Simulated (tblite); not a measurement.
Compound: C₆H₁₃As.
Z-matrix (Å and degrees, GFN2-xTB geometry), rows numbered from 1:
```
C 
C   1  1.5231
C   2  1.5328  1  111.84
C   3  1.4950  2  110.73  1  -179.54
C   4  1.3243  3  124.67  2   111.43
C   5  1.4863  4  124.65  3  -176.59
As  6  2.0057  5  109.95  4   108.24
H   1  1.0882  2  110.57  3   -60.13
H   1  1.0878  2  110.60  3   179.78
H   1  1.0881  2  110.44  3    59.80
H   2  1.0928  1  109.64  3  -120.83
H   2  1.0923  1  109.55  3   121.18
H   3  1.0939  2  108.89  1    59.66
H   3  1.0920  2  109.38  1   -58.26
H   4  1.0836  3  115.60  2   -66.85
H   5  1.0853  4  119.69  3     1.58
H   6  1.0912  5  111.03  4   -13.19
H   6  1.0948  5  110.44  4  -133.98
H   7  1.5019  6   94.08  5   -76.02
H   7  1.5048  6   93.71  5  -165.69
```

Level: GFN2-xTB in tblite, geometry and Hessian alike; calculated harmonic values, unscaled, isolated species. The method is semi-empirical: single wavenumbers can be off by several per cent or more. Modes of hydrogen on arsenic can be 10 to 20 % off. One conformer, not necessarily the lowest.

Harmonic wavenumbers (cm⁻¹): 30.3, 63.7, 84.2, 95.7, 142.3, 200.9, 234.0, 288.5, 324.7, 368.7, 513.6, 576.9, 666.9, 713.0, 772.0, 786.4, 856.4, 894.8, 935.5, 997.1, 1012.1, 1019.9, 1061.8, 1090.4, 1112.5, 1124.1, 1156.7, 1166.8, 1226.8, 1261.7, 1272.2, 1297.6, 1307.5, 1357.3, 1415.5, 1439.0, 1483.6, 1496.5, 1504.2, 1506.3, 1726.8, 1909.2, 1932.2, 2913.1, 2947.7, 2957.0, 2966.6, 2977.6, 2983.7, 3016.9, 3027.7, 3030.5, 3035.8, 3042.3.

A = 4200, B = 502.4, C = 464.3 MHz; mass 160.023 u (most abundant isotopes); point group C1, symmetry number 1.

Problem. Zero-point energy?

Solution. ½Σν̃ = 36663 cm⁻¹ = 438.58 kJ/mol.

Problem. What is S at 200 K and 1 bar for an ideal gas of classical rigid rotors and harmonic oscillators?

Solution. Translation 163.85, rotation 121.27, vibration 91.62: S = 376.7 J/(mol K).

Problem. And Cp and H(200 K) − H(0)?

Solution. Cp = 117.40 J/(mol K), of which vibrations give 84.14 (their classical limit is 54 R = 449.0); H(200 K) − H(0) = 15.97 kJ/mol without the zero-point energy, 9.31 from vibrations.

Problem. What must be added to the electronic energy to get the Gibbs energy at 200 K and 1 bar?

Solution. ZPE + [H(200 K) − H(0)] − T·S = 438.58 + 15.97 − 75.35 = 379.20 kJ/mol.

Problem. How do the functions run with temperature in this model?

Solution. 
```
 T (K)  S (J/(mol K))  Cp (J/(mol K))  H − H(0) (kJ/mol)  G − H(0) (kJ/mol)  ln q(vib)
   150          345.6           100.4              10.53             -41.31       3.98
   250          404.9           136.3              22.30             -78.93       6.79
298.15          430.6           156.1              29.33             -99.05       8.07
   400          482.5           198.7              47.41            -145.57      10.71
   600          577.0           268.7              94.52            -251.68      15.76
   900          700.3           338.5             186.46            -443.82      23.00
```

q(vib) and H(0) count from the zero-point level.

Problem. Blend soft modes into free rotors: weight 1/[1 + (100 cm⁻¹/ν̃)⁴] for the oscillator and the rest for a rotor with moment μB/(μ + B), μ = h/(8π²ν), B = 10⁻⁴⁴ kg m². What vibrational entropy results?

Solution. 82.20 J/(mol K) in place of 91.62, which changes −T·S at 200 K by +1.89 kJ/mol.

Problem. Which modes carry the vibrational entropy at 200 K?

Solution. 30.3 cm⁻¹: 21.00; 63.7 cm⁻¹: 14.87; 84.2 cm⁻¹: 12.61; 95.7 cm⁻¹: 11.58; 142.3 cm⁻¹: 8.47; 200.9 cm⁻¹: 5.94 J/(mol K); the other 48 give 17.15 together.

Hindered rotation and anharmonicity are outside this model. Other conformers, if any are populated, would add a mixing term that is left out. The structure is chiral; the term R ln 2 for an equal mix with its mirror image is left out.
